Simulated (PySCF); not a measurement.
PySCF job for C3H9SSi, SMILES C[Si](C)(C)[S] (connectivity only; charge and spin as stated), charge -1, multiplicity 1, PBE0/pcSseg-1. The structure is a stationary point at B3LYP-D3(BJ)/def2-SVPD. The spin state was assumed, not searched. The isomer is the one that the SMILES or the coordinates give; other isomers of the formula were not compared.

```python
import numpy as np
from pyscf import gto, scf, dft
from pyscf.prop.nmr import rks as nmr

mol = gto.M(
    atom='''
    C    -1.51228612    0.87311880   -0.97390525
    Si   -0.00000000   -0.00000000   -0.18302490
    C     1.51228612    0.87311880   -0.97390524
    C     0.00000001   -1.74623760   -0.97390525
    S    -0.00000000   -0.00000000    1.88987362
    H    -1.46867689    0.84794100   -2.07726737
    H    -2.44637605    0.38652082   -0.65225546
    H    -1.55792488    1.92536339   -0.65225546
    H     2.44637605    0.38652084   -0.65225544
    H     1.46867689    0.84794100   -2.07726735
    H     1.55792487    1.92536340   -0.65225545
    H     0.00000001   -1.69588200   -2.07726737
    H    -0.88845117   -2.31188422   -0.65225546
    H     0.88845118   -2.31188422   -0.65225546
    ''',
    basis='pcSseg-1',
    charge=-1,
    spin=0,
    max_memory=1600,
    verbose=3,
)
mf = dft.RKS(mol, xc='pbe0')
mf.grids.level = 3
mf.conv_tol = 1e-10
mf.max_cycle = 100
mf.kernel()
n = nmr.NMR(mf)
n.verbose = 2
n.max_cycle_cphf = 60
sigma = n.kernel()
print('atom   isotropic/ppm   span/ppm')
for i, s in enumerate(sigma):
    w = np.linalg.eigvalsh((s + s.T) / 2)
    print(f'{mol.atom_symbol(i):2s}{i + 1:3d} {w.mean():14.3f} {w[2] - w[0]:11.3f}')
```

Program output:

```
converged SCF energy = -807.084371812505
atom   isotropic/ppm   span/ppm
C   1        174.313      23.878
Si  2        352.459     138.515
C   3        174.313      23.878
C   4        174.312      23.882
S   5        820.061       5.851
H   6         31.800      10.094
H   7         31.553       8.303
H   8         31.553       8.303
H   9         31.553       8.303
H  10         31.800      10.094
H  11         31.553       8.303
H  12         31.800      10.094
H  13         31.553       8.303
H  14         31.553       8.303
```

The calculation finished and met its thresholds.
